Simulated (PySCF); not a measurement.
Se(SH)(SeH) (H₂SSe₂), SMILES S[Se][SeH].

The structure is a stationary point at r2SCAN-D4/def2-SVP. One conformer was computed; it need not be the lowest.

Two levels are set side by side: TDA-PBE/def2-SVPD (PySCF) and TDA-LC-ωPBE/def2-SVPD (PySCF). Vertical, same geometry. The lowest singlet is HOMO→LUMO 98 % with PBE and HOMO→LUMO 82 % with the other functional; states are paired by order. Differences are taken from unrounded values.

```json
[
 {"quantity": "lowest singlet excitation (eV)", "TDA-LC-ωPBE": "4.13", "TDA-PBE": "3.53", "TDA-PBE minus TDA-LC-ωPBE": "-0.60"},
 {"quantity": "lowest triplet excitation (TDA) (eV)", "TDA-LC-ωPBE": "3.34", "TDA-PBE": "2.91", "TDA-PBE minus TDA-LC-ωPBE": "-0.43"},
 {"quantity": "first bright state (f over 0.05) (eV)", "TDA-LC-ωPBE": "6.39", "TDA-PBE": "4.92", "TDA-PBE minus TDA-LC-ωPBE": "-1.47"},
 {"quantity": "its oscillator strength", "TDA-LC-ωPBE": "0.20", "TDA-PBE": "0.05", "TDA-PBE minus TDA-LC-ωPBE": "-0.14"}
]
```

Functionals without exact exchange tend to place singlet excitations lower, as here. Differences between two approximate levels are no errors against the true value.

Rough cost on one machine, each run with all the roots and properties that it gave: TDA-LC-ωPBE against TDA-PBE about 3 times.
